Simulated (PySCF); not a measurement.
C₃H₆BFO, SMILES C=CCB(O)F. Atoms are numbered in the order given.

```xyz
12

B      0.5156     0.5460     0.6668
C      0.3199    -0.9452     0.1554
C     -0.9638    -1.1232    -0.6007
C     -1.1203    -0.9486    -1.9194
H      0.3928    -1.6379     1.0096
H      1.1902    -1.1604    -0.4934
H     -1.8521    -1.3491     0.0034
H     -0.2686    -0.7286    -2.5730
H     -2.0987    -1.0452    -2.3974
F      1.3803     0.7990     1.6502
O     -0.1307     1.5983     0.1287
H     -0.7333     1.3153    -0.5764
```

Geometry optimised at B3LYP-D3(BJ)/def2-SVP. The structure was generated by enumeration, and PubChem lists no compound with its InChIKey, so it may never have been made. One conformer was computed; it need not be the lowest.

Two levels are set side by side: PBE/pcSseg-1 (PySCF) and HF/pcSseg-1 (PySCF). GIAO shifts against BF3 (¹¹B), CFCl3 (¹⁹F), H2O (¹⁷O), TMS (¹H), TMS (¹³C) at the same level; non-relativistic, no solvent, atoms listed together averaged. Differences are taken from unrounded values.

```csv
quantity,PBE
δ(¹¹B) of B1 (ppm),18.4
δ(¹³C) of C2 (ppm),27.6
δ(¹³C) of C3 (ppm),149.1
δ(¹³C) of C4 (ppm),122.9
"δ(¹H) of H5, H6 (ppm)",2.17
δ(¹H) of H7 (ppm),6.49
δ(¹⁹F) of F10 (ppm),-115.2
δ(¹⁷O) of O11 (ppm),165.2
δ(¹H) of H12 (ppm),5.93
```

Task: These are the PBE values. What does HF give? (Estimate from the structure and the level; the computed values follow.)

Result: 
| quantity | HF | PBE minus HF |
|---|---|---|
| δ(¹¹B) of B1 (ppm) | 19.7 | -1.3 |
| δ(¹³C) of C2 (ppm) | 20.5 | 7.2 |
| δ(¹³C) of C3 (ppm) | 150.1 | -1.0 |
| δ(¹³C) of C4 (ppm) | 125.9 | -3.0 |
| δ(¹H) of H5, H6 (ppm) | 1.96 | 0.21 |
| δ(¹H) of H7 (ppm) | 6.43 | 0.06 |
| δ(¹⁹F) of F10 (ppm) | -72.0 | -43.1 |
| δ(¹⁷O) of O11 (ppm) | 123.6 | 41.5 |
| δ(¹H) of H12 (ppm) | 5.73 | 0.20 |

Rough cost on one machine, each run with all the roots and properties that it gave: HF against PBE within a factor of 2.
